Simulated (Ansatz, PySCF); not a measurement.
Reaction (SMILES): O[Si](O)(O)Cl [chloro(trihydroxy)silane] → O[Si](O)O + Cl atom (the Cl-Si bond at the site shown breaks; other sites are not compared here)
Geometries: B3LYP-D3(BJ)/def2-TZVP minima from Ansatz (an electronic-structure program), one conformer each, not searched for the lowest. Frequencies are from Ansatz.

Wanted: bond dissociation energy (enthalpy at 298 K, with B3LYP-D3(BJ) rigid-rotor harmonic-oscillator terms), in kJ/mol. Correlated levels leave the core frozen unless marked. UHF or UKS for open shells. Spin-orbit coupling is left out. No relativistic terms. Basis-set limits of correlation are two-point, X^-3; Hartree-Fock from the larger set. [CCSD(T)-MP2]/basis is that difference in the basis named.

```tsv
level	program	bond dissociation energy (kJ/mol)
HF/def2-TZVPD	PySCF	390.2
```

**Question.** Estimate the value at RI-MP2/CBS(aug-cc-pV(T+d)Z,aug-cc-pV(Q+d)Z)+[CCSD(T)-MP2]/aug-cc-pV(T+d)Z as computed with Ansatz.

**Answer.** 505.7 kJ/mol, so HF/def2-TZVPD differs from it by -115.5 kJ/mol.
